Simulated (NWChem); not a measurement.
System: CH4F2OSn; SMILES C[O][SnH]([F])[F]

Here is an NWChem input.

```
start job
memory heap 200 mb stack 900 mb global 1100 mb
geometry units angstroms noautoz
  Sn     0.108211    -0.316190     0.448437
  F      2.032676    -0.214578     0.483162
  F     -0.248975    -0.949666    -1.336630
  O     -0.592928     1.502733     0.571203
  C     -0.251200     2.494902    -0.369547
  H     -0.497534    -1.353821     1.638460
  H     -0.823351     3.403050    -0.121996
  H      0.822842     2.750969    -0.338039
  H     -0.507199     2.203662    -1.403864
end
basis spherical
  Sn library def2-svp
  F library def2-svp
  O library def2-svp
  C library def2-svp
  H library def2-svp
end
ecp
  Sn library def2-ecp
end
dft
  xc xcamb88 1.00 lyp 0.81 vwn_5 0.19 hfexch 1.00
  cam 0.33 cam_alpha 0.19 cam_beta 0.46
  iterations 150
  mulliken
end
task dft energy
```

NWChem printed, in part:

```
             Northwest Computational Chemistry Package (NWChem) 7.3.0
             --------------------------------------------------------

 C1  symmetry detected

                             Geometry "geometry" -> ""
                             -------------------------

 Output coordinates in angstroms (scale by  1.889725989 to convert to a.u.)

  No.       Tag          Charge          X              Y              Z
 ---- ---------------- ---------- -------------- -------------- --------------
    1 Sn                  50.0000     0.00098194     0.37699138    -0.29910688
    2 F                    9.0000     1.46432666     0.90055645     0.84089233
    3 F                    9.0000    -1.54236125     0.78063813     0.78278913
    4 O                    8.0000     0.06944795    -1.56322180    -0.51366101
    5 C                    6.0000     0.01532839    -2.43460045     0.59266545
    6 H                    1.0000     0.00269759     1.21786656    -1.76631028
    7 H                    1.0000     0.00160758    -3.46620072     0.20668143
    8 H                    1.0000     0.89514576    -2.33042863     1.25236154
    9 H                    1.0000    -0.89379053    -2.28818032     1.20277348

 Effective nuclear repulsion energy (a.u.)     549.2801302770

                                 NWChem DFT Module
                                 -----------------

 Summary of "ao basis" -> "ao basis" (spherical)
 ------------------------------------------------------------------------------
       Tag                 Description            Shells   Functions and Types
 ---------------- ------------------------------  ------  ---------------------
 Sn                         def2-svp                10       26   4s4p2d
 F                          def2-svp                 6       14   3s2p1d
 O                          def2-svp                 6       14   3s2p1d
 C                          def2-svp                 6       14   3s2p1d
 H                          def2-svp                 3        5   2s1p

            General Information
            -------------------
          SCF calculation type: DFT
          Wavefunction type:  closed shell.
          No. of atoms     :     9
          No. of electrons :    58
           Alpha electrons :    29
            Beta electrons :    29
          Charge           :     0
          Spin multiplicity:     1
          Use of symmetry is: off; symmetry adaption is: off
          Maximum number of iterations: 150
          AO basis - number of functions:   102
                     number of shells:    46
          Convergence on energy requested:  1.00D-06
          Convergence on density requested:  1.00D-05
          Convergence on gradient requested:  5.00D-04

              XC Information
              --------------
                     Hartree-Fock (Exact) Exchange  1.000
                   CAM-Becke88 Exchange Functional  1.000
                      VWN V Correlation Functional  0.190 local
              Lee-Yang-Parr Correlation Functional  0.810

           Range-Separation Parameters
           ---------------------------
           Alpha           :  0.19
           Beta            :  0.46
           Gamma           :  0.33
           Short-Range HF  :     F

             Grid Information
             ----------------
          Grid used for XC integration:  medium
          Radial quadrature: Mura-Knowles
          Angular quadrature: Lebedev.
          Tag              B.-S. Rad. Rad. Pts. Rad. Cut. Ang. Pts.
          ---              ---------- --------- --------- ---------
          Sn                  1.45      123          11.0       590
          F                   0.50       49          12.0       434
          O                   0.60       49           9.0       434
          C                   0.70       49          11.0       434
          H                   0.35       45          12.0       434
          Grid pruning is: on
          Number of quadrature shells:   499
          Spatial weights used:  Erf1

      Superposition of Atomic Density Guess
      -------------------------------------

 Sum of atomic energies:        -561.99384617

      Non-variational initial energy
      ------------------------------

 Total energy =    -527.096509
 1-e energy   =   -1404.134978
 2-e energy   =     578.751438
 HOMO         =      -0.378958
 LUMO         =      -0.047096

     ---------------------------------------------
      Total Density - Mulliken Population Analysis
     ---------------------------------------------

    Atom       Charge   Shell Charges
 -----------   ------   -------------------------------------------------------
    1 Sn  22    20.03   1.60  0.41  0.78  0.24  3.27  2.73  0.65  0.23  9.78  0.35
    2 F    9     9.72   1.99  1.15  0.81  3.54  2.22  0.00
    3 F    9     9.72   1.99  1.15  0.81  3.54  2.22  0.00
    4 O    8     8.91   1.99  1.10  0.72  3.02  2.06  0.01
    5 C    6     5.87   1.99  0.92  0.22  1.84  0.85  0.05
    6 H    1     0.97   0.57  0.39  0.01
    7 H    1     0.93   0.69  0.21  0.02
    8 H    1     0.93   0.69  0.22  0.02
    9 H    1     0.93   0.69  0.22  0.02

   convergence    iter        energy       DeltaE   RMS-Dens  Diis-err
 ---------------- ----- ----------------- --------- --------- ---------
 d= 0,ls=0.0,diis     1   -529.2392921322 -8.28D+02  1.80D-02  1.27D+00
 d= 0,ls=0.0,diis     2   -529.1860506111  5.32D-02  7.95D-03  2.51D+00
 d= 0,ls=0.0,diis     3   -529.3985213553 -2.12D-01  6.27D-04  5.72D-03
 d= 0,ls=0.0,diis     4   -529.3989800366 -4.59D-04  2.69D-04  1.68D-03
 d= 0,ls=0.0,diis     5   -529.3991060905 -1.26D-04  1.11D-04  4.05D-04
  Resetting Diis
 d= 0,ls=0.0,diis     6   -529.3991410382 -3.49D-05  3.52D-05  2.30D-05
 d= 0,ls=0.0,diis     7   -529.3991435401 -2.50D-06  1.44D-05  1.37D-06
 d= 0,ls=0.0,diis     8   -529.3991435680 -2.78D-08  7.67D-06  1.53D-06

         Total DFT energy =     -529.399143567956
      One electron energy =    -1406.929080894851
           Coulomb energy =      633.719165281833
    Exchange-Corr. energy =      -54.476258329153
 Nuclear repulsion energy =      298.287030374215

 Numeric. integr. density =       57.999983559743

                       DFT Final Molecular Orbital Analysis
                       ------------------------------------

 Vector   27  Occ=2.000000D+00  E=-4.371514D-01
              MO Center= -1.0D-02,  7.7D-01, -8.2D-02, r^2= 3.7D+00
   Bfn.  Coefficient  Atom+Function         Bfn.  Coefficient  Atom+Function
  ----- ------------  ---------------      ----- ------------  ---------------
    32      0.345145  2 F  pz                46      0.341022  3 F  pz
    83     -0.275383  6 H  s                 84     -0.264320  6 H  s
    35     -0.239670  2 F  pz                49     -0.236860  3 F  pz
    13      0.187431  1 Sn pz                31     -0.124672  2 F  py
    45     -0.124515  3 F  py                19      0.112492  1 Sn d  0

 Vector   28  Occ=2.000000D+00  E=-3.750602D-01
              MO Center=  2.8D-02, -1.7D+00, -1.3D-01, r^2= 2.5D+00
   Bfn.  Coefficient  Atom+Function         Bfn.  Coefficient  Atom+Function
  ----- ------------  ---------------      ----- ------------  ---------------
    60      0.371117  4 O  pz                59      0.313732  4 O  py
    63      0.289965  4 O  pz                88      0.243002  7 H  s
    62      0.219696  4 O  py                12     -0.192843  1 Sn py
    74     -0.182275  5 C  pz                 3      0.169983  1 Sn s
    73     -0.151361  5 C  py                98     -0.142376  9 H  s

 Vector   29  Occ=2.000000D+00  E=-3.587611D-01
              MO Center=  6.5D-02, -1.7D+00, -5.9D-02, r^2= 1.7D+00
   Bfn.  Coefficient  Atom+Function         Bfn.  Coefficient  Atom+Function
  ----- ------------  ---------------      ----- ------------  ---------------
    58      0.546302  4 O  px                61      0.422676  4 O  px
    93     -0.221079  8 H  s                 72     -0.212854  5 C  px
    98      0.203221  9 H  s                 94     -0.149739  8 H  s
    99      0.139628  9 H  s                 14      0.075993  1 Sn px
    17      0.075866  1 Sn d -2              32     -0.061119  2 F  pz

 Vector   30  Occ=0.000000D+00  E=-1.698072D-02
              MO Center=  1.9D-03,  3.8D-01, -3.5D-01, r^2= 3.7D+00
   Bfn.  Coefficient  Atom+Function         Bfn.  Coefficient  Atom+Function
  ----- ------------  ---------------      ----- ------------  ---------------
     4      0.831490  1 Sn s                  3      0.686286  1 Sn s
    84     -0.645792  6 H  s                 57     -0.328205  4 O  s
     2     -0.284632  1 Sn s                 83     -0.267059  6 H  s
     1     -0.224846  1 Sn s                 29     -0.217905  2 F  s
    43     -0.217582  3 F  s                 62     -0.210390  4 O  py

 Vector   31  Occ=0.000000D+00  E= 3.883034D-02
              MO Center=  2.4D-02,  3.1D-01, -5.5D-01, r^2= 4.4D+00
   Bfn.  Coefficient  Atom+Function         Bfn.  Coefficient  Atom+Function
  ----- ------------  ---------------      ----- ------------  ---------------
    14      0.858567  1 Sn px                11      0.354980  1 Sn px
    43      0.256744  3 F  s                 29     -0.239464  2 F  s
    25      0.164942  1 Sn d  1              58     -0.156633  4 O  px
    61     -0.147234  4 O  px                46      0.144436  3 F  pz
    32     -0.143500  2 F  pz                75     -0.141909  5 C  px

 Vector   32  Occ=0.000000D+00  E= 4.898106D-02
              MO Center= -2.2D-02,  5.6D-01, -5.0D-01, r^2= 4.6D+00
   Bfn.  Coefficient  Atom+Function         Bfn.  Coefficient  Atom+Function
  ----- ------------  ---------------      ----- ------------  ---------------
    15      0.816186  1 Sn py                16      0.461867  1 Sn pz
    57      0.439980  4 O  s                 12      0.256823  1 Sn py
    13      0.216758  1 Sn pz                29     -0.167970  2 F  s
    56      0.142463  4 O  s                 43     -0.135491  3 F  s
     4     -0.132104  1 Sn s                 21      0.121031  1 Sn d  2

     ---------------------------------------------
      Total Density - Mulliken Population Analysis
     ---------------------------------------------

    Atom       Charge   Shell Charges
 -----------   ------   -------------------------------------------------------
    1 Sn  22    20.82   1.60  0.42  0.98  0.07  3.25  2.75  1.14  0.30  9.75  0.56
    2 F    9     9.42   1.99  1.12  0.84  3.32  2.15  0.00
    3 F    9     9.42   1.99  1.12  0.84  3.32  2.15  0.00
    4 O    8     8.55   1.99  1.07  0.74  2.86  1.88  0.01
    5 C    6     5.83   1.98  0.89  0.13  2.07  0.71  0.06
    6 H    1     1.05   0.66  0.38  0.01
    7 H    1     0.97   0.74  0.21  0.02
    8 H    1     0.97   0.74  0.21  0.02
    9 H    1     0.97   0.74  0.21  0.02

     -------------------------------------------
      Total Density - Lowdin Population Analysis
     -------------------------------------------

    Atom       Charge   Shell Charges
 -----------   ------   -------------------------------------------------------
    1 Sn  22    21.11   1.17  0.76  0.68  0.34  3.01  2.84  1.16  0.56  9.50  1.09
    2 F    9     9.31   1.98  1.03  0.81  3.21  2.29  0.00
    3 F    9     9.31   1.98  1.03  0.81  3.21  2.29  0.00
    4 O    8     8.32   1.97  0.92  0.62  2.73  2.06  0.02
    5 C    6     5.94   1.96  0.57  0.31  1.83  1.14  0.13
    6 H    1     1.06   0.58  0.45  0.03
    7 H    1     0.98   0.65  0.27  0.06
    8 H    1     0.98   0.65  0.27  0.06
    9 H    1     0.99   0.65  0.27  0.06

     Multipole analysis of the density
     ---------------------------------

     L   x y z        total         alpha         beta         nuclear
     -   - - -        -----         -----         ----         -------
     0   0 0 0      0.000000    -29.000000    -29.000000     58.000000

     1   1 0 0     -0.001907      0.025025      0.025025     -0.051957
     1   0 1 0     -0.213419      9.867036      9.867036    -19.947491
     1   0 0 1     -0.756650     -8.291546     -8.291546     15.826441

     2   2 0 0    -38.436294    -94.832487    -94.832487    151.228680
     2   1 1 0      0.001857      0.171140      0.171140     -0.340424
     2   1 0 1      0.054934     -0.008650     -0.008650      0.072234
     2   0 2 0    -33.017750   -186.469509   -186.469509    339.921269
     2   0 1 1     -4.558863     -0.605414     -0.605414     -3.348034
     2   0 0 2    -34.662881    -60.617909    -60.617909     86.572936
```

Level: CAM-B3LYP/def2-SVP with def2 effective core potentials on Sn. Structure relaxed at the PBE0/def2-SVP level. No frequency run checked for a minimum. def2 effective core potentials on Sn; no spin-orbit coupling.
